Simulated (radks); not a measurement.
The numbers below are computed, except where a source is named.
Valence configurations of Os+ (all share [Xe]). Code: a radial shooting solver on a logarithmic mesh with Libxc functionals. Model: Dirac Kohn-Sham, BLYP, spin-unpolarised, spherical densities, finite nucleus; open shells are shared between the two j in proportion to 2j + 1; Fermi nuclear charge, rms radius 5.4126 fm. Energies are relative to 4f14 5d6 6s1; eigenvalues in eV.

valence	E (eV)	e(4f5/2)	e(4f7/2)	e(5d3/2)	e(5d5/2)	e(6p1/2)
4f14 5d6 6s1	0.000	-61.265	-58.460	-14.679	-13.591	-
4f14 5d5 6s2	1.401	-64.332	-61.525	-16.733	-15.567	-
4f14 5d6 6p1	6.045	-62.812	-60.006	-16.079	-14.968	-8.627
4f14 5d5 6s1 6p1	7.851	-65.898	-63.091	-18.129	-16.943	-9.232
4f14 5d5 6p2	14.547	-67.393	-64.585	-19.447	-18.240	-9.939
4f14 5d3 6s2 6p2	22.470	-74.278	-71.465	-23.914	-22.549	-11.189
4f13.5 5d6.5 6s1	23.921	-66.349	-63.491	-15.340	-14.186	-
4f13.5 5d6 6s1 6p0.5	27.883	-68.692	-65.834	-17.111	-15.908	-8.610
4f13 5d7 6s1	50.087	-71.539	-68.629	-15.998	-14.778	-
4f13 5d6 6s1 6p1	59.182	-76.385	-73.473	-19.656	-18.337	-9.379

NIST lists [Xe] 4f14 5d6 6s1 as the ground configuration; this level of theory agrees among the configurations tried. The energies are those of spherical spin-averaged densities, not of single terms.
